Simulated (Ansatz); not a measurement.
CH₈AlNO₂Si, singlet, at a GFN2-xTB geometry (such geometries of metal compounds can be far from the true shape); Ansatz (a program for electronic structure) with PBE/def2-SV(P).

Input for Ansatz:
Ansatz 0.2 input:
```yaml
crystal:
  periodic: [false, false, false]
  atoms:
    - {symbol: Si, position_ang: [-1.42439881, 1.42472894, 0.27362747]}
    - {symbol: C, position_ang: [-2.30112945, 0.26096626, -0.93629408]}
    - {symbol: N, position_ang: [0.13387311, 0.75521281, 0.62739192]}
    - {symbol: Al, position_ang: [1.10349296, -0.66801086, 0.08084857]}
    - {symbol: O, position_ang: [2.57217884, -0.80901284, 0.81330467]}
    - {symbol: O, position_ang: [0.60128985, -1.75875435, -1.05470981]}
    - {symbol: H, position_ang: [-2.19447570, 1.54406492, 1.52486108]}
    - {symbol: H, position_ang: [-1.27068204, 2.76243412, -0.32736806]}
    - {symbol: H, position_ang: [-2.37566052, -0.74065704, -0.52319529]}
    - {symbol: H, position_ang: [-1.75763002, 0.19639820, -1.87421004]}
    - {symbol: H, position_ang: [-3.30632898, 0.60538908, -1.15855846]}
    - {symbol: H, position_ang: [0.65251761, 1.29634847, 1.30481110]}
    - {symbol: H, position_ang: [3.40976274, -1.21306319, 0.98446675]}
    - {symbol: H, position_ang: [-0.07941307, -2.02312844, -1.65536115]}
basis:
  gaussian:
    orbitals: def2-SV_P_.json
hamiltonian:
  xc: pbe
```
The basis file holds def2-SV(P) in the JSON format of the Basis Set Exchange.

The log (banner, timings and long lists left out):

```
Functional definition: PBE
1405 factors; their error is unknown
mean field evaluation 1: about -21178.2459 eV, gradient 1.2e2 eV
mean field evaluation 2: about -21107.6197 eV, gradient 2.0e2 eV
mean field evaluation 4: about -21203.5882 eV, gradient 1.6e1 eV
mean field evaluation 8: about -21204.1789 eV, gradient 2.5e-1 eV
mean field evaluation 16: about -21204.1027 eV, gradient 2.2e-4 eV
mean field -21204.10274047 eV, -779.2364030553 hartree, gradient 8.0e-5 eV, S^2 0.000000; 0 other end points of the search recorded, 0 dependent functions left out
reference -21204.10278660 eV, -779.2364047505 hartree; 32, 32 occupied and 76, 76 virtual orbitals, 1405 factors
Total energy: -21204.10278660 eV, -779.2364047505 hartree
```
